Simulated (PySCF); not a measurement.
difluorosilyl(difluoro)silane (F4H2Si2), SMILES [SiH]([SiH](F)F)(F)F.

The structure is a stationary point at r2SCAN-D4/def2-SVP. The values are those of a single conformer.

The numbers are results of PBE/def2-TZVP run with PySCF, not measurements.

Gas-phase values at a fixed geometry.

```json
{
  "total_energy": "-979.34149 hartree",
  "point_group": "C2h",
  "highest_occupied_level": "-7.61 eV",
  "lowest_empty_level": "-2.07 eV",
  "orbital_gap": "5.54 eV",
  "dipole_moment": "0.00 D",
  "quadrupole, principal values (traceless, Buckingham form, about the centre of nuclear charge)": "-5.38, -3.21, 8.58 D·Å",
  "mean_static_polarisability": "49.1 bohr³ (7.27 Å³)",
  "polarisability_principal_values": "44.2, 45.6, 57.3 bohr³"
}
```
